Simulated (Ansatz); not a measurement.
Geometry optimisation, DFT LDA, scalar-relativistic, plane waves, PAW in Ansatz 0.2.0.

Input:

```yaml
crystal:
  lattice:
    - [12.006673, 0.0, 0.0]
    - [4.002224, 6.932056, 0.0]
    - [0.0, 0.0, 18.174753]
  atoms:
    - { symbol: H, position: [0.11111112, 0.16666667, 0.05502138] }
    - { symbol: H, position: [0.44444446, 0.16666667, 0.05502138] }
    - { symbol: H, position: [0.77777779, 0.16666667, 0.05502138] }
    - { symbol: H, position: [0.11111113, 0.66666666, 0.05502138] }
    - { symbol: H, position: [0.44444447, 0.66666666, 0.05502138] }
    - { symbol: H, position: [0.77777781, 0.66666666, 0.05502138] }
    - { symbol: Ge, position: [0.11111112, 0.16666667, 0.14030452] }
    - { symbol: Ge, position: [0.44444446, 0.16666667, 0.14030452] }
    - { symbol: Ge, position: [0.77777779, 0.16666667, 0.14030452] }
    - { symbol: Ge, position: [0.11111113, 0.66666666, 0.14030452] }
    - { symbol: Ge, position: [0.44444447, 0.66666666, 0.14030452] }
    - { symbol: Ge, position: [0.77777781, 0.66666666, 0.14030452] }
    - { symbol: Ge, position: [-0.1111111, 0.33333333, 0.18525427] }
    - { symbol: Ge, position: [0.22222224, 0.33333333, 0.18525427] }
    - { symbol: Ge, position: [0.55555557, 0.33333333, 0.18525427] }
    - { symbol: Ge, position: [-0.11111108, 0.83333333, 0.18525427] }
    - { symbol: Ge, position: [0.22222225, 0.83333333, 0.18525427] }
    - { symbol: Ge, position: [0.55555559, 0.83333333, 0.18525427] }
    - { symbol: Ge, position: [-0.1111111, 0.33333333, 0.32010353] }
    - { symbol: Ge, position: [0.22222224, 0.33333333, 0.32010353] }
    - { symbol: Ge, position: [0.55555557, 0.33333333, 0.32010353] }
    - { symbol: Ge, position: [-0.11111108, 0.83333333, 0.32010353] }
    - { symbol: Ge, position: [0.22222225, 0.83333333, 0.32010353] }
    - { symbol: Ge, position: [0.55555559, 0.83333333, 0.32010353] }
    - { symbol: Ge, position: [0.0, 0.0, 0.36505328] }
    - { symbol: Ge, position: [0.33333334, 0.0, 0.36505328] }
    - { symbol: Ge, position: [0.66666667, 0.0, 0.36505328] }
    - { symbol: Ge, position: [2.0e-08, 0.5, 0.36505328] }
    - { symbol: Ge, position: [0.33333335, 0.5, 0.36505328] }
    - { symbol: Ge, position: [0.66666669, 0.5, 0.36505328] }
    - { symbol: H, position: [0.66666667, 0.0, 0.4497862] }
    - { symbol: H, position: [2.0e-08, 0.5, 0.4497862] }
    - { symbol: H, position: [0.33333335, 0.5, 0.4497862] }
    - { symbol: H, position: [0.66666669, 0.5, 0.4497862] }
    - { symbol: Al, position: [0.22222223, 0.16666667, 0.47894754] }
    - { symbol: Cl, position: [1.0e-08, 0.16666667, 0.4657424] }
    - { symbol: Cl, position: [0.42128283, 0.01998364, 0.50703595] }
    - { symbol: Cl, position: [0.12095468, 0.46525764, 0.50703595] }
basis:
  ecutwfc: 420.0
kpoints:
  mp_grid: { grid: [1, 2, 1] }
hamiltonian:
  xc: lda
  pseudopotentials: { kind: paw, azcp: { folder: soft_1 } }
scf:
  occupations: { method: gaussian, width: 0.02 }
  lower_state_search: "off"
relax:
  f_tol: 0.03
  max_steps: 60
  adjacent_minimum: "off"
  constraints: [{ sites: [0, 1, 2, 3, 4, 5, 6, 7, 8, 9, 10, 11] }]
```

Command:

```bash
$ ansatz run input.yaml --threads 4 --pin off --max-ram 10240MiB --backend cpu --events-out ev --progress --plain --runs-dir out
```

Q: Where does it end, and by what steps?

A: It converged. The force dipped under the threshold on the way, but the program's further checks kept it going. Limits of this set-up: coarse k mesh, thin slab, slab without dipole correction, PAW files made for another functional. After 20 steps the energy has fallen by 3.481 eV; Cl37 moved furthest, 2.80 Å.

| step | energy less start (eV) | largest force component (eV/Å) | accepted |
| --- | --- | --- | --- |
| 0 | 0.0000 | 2.750 | yes |
| 1 | -1.4437 | 1.119 | yes |
| 2 | -2.1361 | 0.662 | yes |
| 3 | -2.4639 | 0.459 | yes |
| 4 | -2.6508 | 0.314 | yes |
| 5 | -2.7646 | 0.253 | yes |
| 6 | -2.8569 | 0.271 | yes |
| 7 | -2.9429 | 0.255 | yes |
| 8 | -3.0241 | 0.298 | yes |
| 9 | -3.1035 | 0.263 | yes |
| 10 | -3.1697 | 0.384 | yes |
| 11 | -3.2428 | 0.198 | yes |
| 12 | -3.3021 | 0.183 | yes |
| 13 | -3.3491 | 0.170 | yes |
| 14 | -3.3939 | 0.145 | yes |
| 15 | -3.4309 | 0.112 | yes |
| 16 | -3.4561 | 0.070 | yes |
| 17 | -3.4731 | 0.044 | yes |
| 18 | -3.4794 | 0.055 | yes |
| 19 | -3.4813 | 0.024 | yes |
| 20 | -3.4813 | 0.024 | yes |

```xyz
38
Lattice="12.0067 0.0000 0.0000 4.0022 6.9321 0.0000 0.0000 0.0000 18.1748" Properties=species:S:1:pos:R:3
H 2.001 1.155 1.000
H 6.003 1.155 1.000
H 10.006 1.155 1.000
H 4.002 4.621 1.000
H 8.004 4.621 1.000
H 12.007 4.621 1.000
Ge 2.001 1.155 2.550
Ge 6.003 1.155 2.550
Ge 10.006 1.155 2.550
Ge 4.002 4.621 2.550
Ge 8.004 4.621 2.550
Ge 12.007 4.621 2.550
Ge 0.000 2.314 3.295
Ge 4.000 2.314 3.316
Ge 8.002 2.315 3.314
Ge 2.013 5.787 3.331
Ge 6.004 5.773 3.229
Ge 9.996 5.787 3.348
Ge -0.013 2.363 5.708
Ge 3.980 2.249 5.721
Ge 7.977 2.302 5.724
Ge 1.974 5.754 5.775
Ge 6.080 5.708 5.596
Ge 9.967 5.773 5.779
Ge 0.088 -0.006 6.261
Ge 3.953 -0.020 6.608
Ge 7.977 0.010 6.512
Ge 2.013 3.445 6.508
Ge 5.959 3.443 6.467
Ge 9.969 3.457 6.508
H 7.988 0.010 8.055
H 1.975 3.398 8.048
H 5.981 3.527 8.006
H 9.990 3.416 8.050
Al 3.029 -0.025 8.875
Cl 0.689 0.038 8.538
Cl 3.283 -1.837 9.913
Cl 3.346 1.761 9.939
```

Whether the end is a true minimum wasn't checked by a vibrational analysis.

Time of the run: 2.5 min on 4 threads of Intel(R) Xeon(R) Platinum 8259CL CPU @ 2.50GHz (Skylake/Cascade Lake), with other jobs on the host, peak memory 3.2 GiB.
